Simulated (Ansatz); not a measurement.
## One arrangement of a pair

The pair of Cl⁻ (SMILES [Cl-], atom 1) and CH5N (SMILES CN, atoms 2–8), both closed shells, in one local arrangement (a lower one may exist), relaxed at PBE0-D4/def2-TZVPD:

| atom | x (Å) | y (Å) | z (Å) |
| --- | --- | --- | --- |
| Cl1 | -1.1191 | 0.4576 | -2.7919 |
| C2 | 0.7028 | -0.0298 | 0.5344 |
| N3 | -0.6687 | -0.4631 | 0.3449 |
| H4 | 0.9242 | 0.9734 | 0.1384 |
| H5 | 1.3742 | -0.7261 | 0.0239 |
| H6 | 0.9680 | -0.0454 | 1.5988 |
| H7 | -0.8935 | -0.3607 | -0.6550 |
| H8 | -1.2880 | 0.1941 | 0.8064 |

Program: Ansatz 0.2.0. Basis: def2-TZVPPD, with def2-QZVPPD for the basis limit. Cores are frozen in the correlated methods. B3LYP uses VWN-RPA correlation. Extrapolation: Hartree–Fock as exp(−7.88 √X), correlation as X^−2.97. Interaction energies count from these two fragments, frozen as in the pair, with the counterpoise correction; negative means bound.

(1) What is the interaction energy by CCSD(T) at an estimated basis limit (MP2 extrapolated from triple and quadruple zeta, plus CCSD(T) − MP2 in triple zeta)? (To be estimated.)

(2) Which atoms make the shortest contact between the fragments?

The T1 diagnostic stays at or below 0.009.

Answers

(1) Computed: -42.8 kJ/mol. Hartree–Fock alone gives -28.0 kJ/mol at the basis limit. It counts from the two fragments frozen as in the pair.

The same quantity by other methods in triple zeta, and each one's difference from that estimate:
```
   method  E_int (kJ/mol)  difference
   PBE-D4           -47.0        -4.2
revPBE-D4           -47.0        -4.2
  BLYP-D4           -44.8        -2.0
r2SCAN-D4           -44.8        -2.0
   B97M-V           -42.4         0.4
  PBE0-D4           -45.3        -2.5
 B3LYP-D4           -44.3        -1.5
 HSE06-D4           -45.2        -2.4
  wB97X-V           -42.1         0.7
  wB97M-V           -42.4         0.4
   B2PLYP           -38.6         4.2
       HF           -27.7        15.1
      MP2           -41.1         1.8
     CCSD           -37.9         4.9
  CCSD(T)           -40.0         2.8
```
Differences are method less estimate.

(2) Cl1 and H7, 2.30 Å apart.

Energy to bend the free fragments (PBE0-D4 minima) into their shapes in the pair, CCSD(T)/def2-TZVPPD: CH5N 1.6 kJ/mol. This must be added to the interaction energy to get the binding energy from relaxed fragments.

Basis-set superposition shift (counterpoise-corrected less uncorrected): CCSD(T) 3.9; MP2 3.7; HF 0.3; PBE0-D4 0.4; wB97M-V 0.4 kJ/mol.

For scale, one of the runs: CCSD(T)/def2-TZVPPD, 210 basis functions, launched by `ansatz run in.yaml --threads 2 --pin off --events-out ev --progress --plain --max-ram 5222MiB`. Hardware: 2 CPU threads of an Arm Neoverse V2, shared host. Wall time 57 s; peak host memory 2.9 GiB.
